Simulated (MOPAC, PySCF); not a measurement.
CH₆Si₂, SMILES `[SiH2]1C[SiH2]1`, neutral singlet in the gas phase. 

Z-matrix (Å, degrees):
```
C
H 1 1.0878
H 1 1.0878 2 111.32
Si 1 1.8972 2 117.03 3 -138.32
H 4 1.4816 1 116.22 2 136.39
H 4 1.4816 5 113.07 1 138.16
Si 1 1.8972 2 117.03 3 138.32
H 7 1.4816 1 116.22 2 0.45
H 7 1.4816 8 113.07 1 138.16
```
Charge 0, spin multiplicity 1.

All levels are single points at this geometry (PBE0-D3(BJ)/def2-TZVP); Pople sets use spherical d functions. Orbital energies aren't observables, and empty levels follow the basis.

```tsv
level	HOMO (eV)	LUMO (eV)	gap (eV)	dipole (D)	vertical IE, Delta-SCF (eV)
PBE0-D3(BJ)/def2-TZVP in PySCF	-6.72	-0.14	6.58	0.46	–
B3LYP/6-311+G** in PySCF	-6.57	-0.49	6.08	0.31	–
PBE/6-31G* in PySCF	-5.63	-0.75	4.88	0.62	8.67
HF/3-21G in PySCF	-9.09	3.13	12.21	0.17	–
HF/6-31G* in PySCF	-8.92	3.18	12.10	0.29	7.92
PM6 in MOPAC	-7.80	-0.18	7.62	0.01	–
```
